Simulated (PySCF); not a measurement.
C4H10OSi, SMILES O=C([SiH2]C)CC.

Geometry: PBE0-D3(BJ)/def2-SVP. A frequency run showed that this geometry is not a minimum. The structure was generated by enumeration, and PubChem lists no compound with its InChIKey, so it may never have been made. Other conformers were not sampled.

Two levels are set side by side: TDA-PBE/def2-SVPD (PySCF) and TDA-CAM-B3LYP/def2-SVPD (PySCF). Vertical, same geometry. The lowest singlet is HOMO→LUMO 100 % with PBE and HOMO→LUMO 96 % with the other functional; states are paired by order. Differences are taken from unrounded values.

```csv
quantity,TDA-CAM-B3LYP
lowest singlet excitation (eV),3.65
lowest triplet excitation (TDA) (eV),2.96
```

Problem. What does TDA-PBE give, and how far is it from TDA-CAM-B3LYP? (An estimate is asked for; the answer gives what the named calculation found.)

Solution. 
```json
[
 {"quantity": "lowest singlet excitation (eV)", "TDA-PBE": "3.47", "TDA-PBE minus TDA-CAM-B3LYP": "-0.18"},
 {"quantity": "lowest triplet excitation (TDA) (eV)", "TDA-PBE": "2.79", "TDA-PBE minus TDA-CAM-B3LYP": "-0.18"}
]
```

A lower first singlet is the usual sign of a functional without exact exchange. Differences between two approximate levels are no errors against the true value.

Rough cost on one machine, each run with all the roots and properties that it gave: TDA-CAM-B3LYP against TDA-PBE about 6 times.
